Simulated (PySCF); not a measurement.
Nuclear quadrupole coupling in `CS(=O)(=O)CC#[O+]`

Compound: C3H5O3S (charge +1).
Geometry (GFN2-xTB, Å), atoms numbered from 1 in this order:
```xyz
12
C3H5O3S angstrom
C     -1.679    0.629   -0.153
S     -0.156    0.408    0.761
O     -0.272   -0.518    1.820
O      0.606    1.592    0.866
C      0.923   -0.667   -0.626
C      2.111   -0.884   -0.026
O      3.064   -1.012    0.557
H     -2.342    1.199    0.495
H     -2.118   -0.340   -0.358
H     -1.477    1.197   -1.053
H      0.989   -0.029   -1.506
H      0.351   -1.576   -0.803
```

Field gradients from the PBE0/pcSseg-1 density (PySCF, non-relativistic), principal values in atomic units, ordered |Vxx| ≤ |Vyy| ≤ |Vzz|:

| atom | Vxx | Vyy | Vzz |
| --- | --- | --- | --- |
| S2 | -0.4771 | -0.5747 | 1.0518 |
| O3 | -0.2724 | -0.8854 | 1.1578 |
| O4 | -0.2730 | -0.8852 | 1.1581 |
| O7 | -0.0544 | -0.2902 | 0.3445 |

Task: Find the asymmetry η = (Vxx − Vyy)/Vzz and the couplings χ = eQV/h (234.96 MHz × Q in barn × V in au), with Q(33S) = −0.0678 b, Q(17O) = −0.0256 b.

Result: 
```tsv
atom	environment	nucleus	η	χzz (MHz)	χxx (MHz)	χyy (MHz)
S2	sulfonyl sulfur	33S	0.09	-16.76	7.60	9.15
O3	sulfonyl oxygen	17O	0.53	-6.96	1.64	5.33
O4	sulfonyl oxygen	17O	0.53	-6.97	1.64	5.32
O7	oxygen bonded to C	17O	0.68	-2.072	0.327	1.745
```

Task: What is Vzz at O3 in SI units (1 au = 9.71736 × 10²¹ V/m²)?

Result: 1.1578 au = 11.250 × 10²¹ V/m².

Task: And the gradient at the other heavy atoms, for which no coupling is worked out here?

Result: 
| atom | environment | Vzz (au) | η |
| --- | --- | --- | --- |
| C1 | S-methyl carbon | 0.394 | 0.03 |
| C5 | sp3 carbon bound to sulfur | 0.220 | 0.56 |
| C6 | triply bonded carbon | -0.635 | 0.25 |

Task: What couplings would deuterons (Q(2H) = 0.00286 b) have in place of the hydrogens, at this geometry?

Result: 
```csv
atom,bonded to,bond length (Å),Vzz (au),η,χzz (kHz)
H8,C1,1.088,0.2988,0.08,201
H9,C1,1.083,0.3074,0.07,207
H10,C1,1.084,0.3073,0.07,207
H11,C5,1.088,0.2992,0.08,201
H12,C5,1.088,0.2991,0.08,201
```

The structure is a single GFN2-xTB conformer in the gas phase; no vibrational or solvent corrections. GFN2-xTB bond lengths can be off by several hundredths of an ångström, more for odd bonds, and the gradients follow them. The basis is small and wasn't made for field gradients, so the couplings can be 20 % off.
